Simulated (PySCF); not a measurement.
Si(nBu)(OH)3 (C₄H₁₂O₃Si), SMILES C([Si](O)(O)O)CCC.

Geometry: r2SCAN-D4/def2-SVP. Other conformers were not sampled.

Level of theory: SMD-PBE0/def2-SVP (PySCF).

Solvation free energies are E(SMD) − E(gas) at the gas-phase geometry, for 1 M in both phases. In vacuum the dipole moment is 1.46 D.

Computed solvation free energies in water, methanol, n-hexane:
```csv
solvent,ΔG(solv) (kcal/mol),its non-electrostatic (CDS) part,dipole (D)
water,-10.2,4.0,1.99
methanol,-13.2,0.6,1.97
n-hexane,-5.5,-3.5,1.56
```
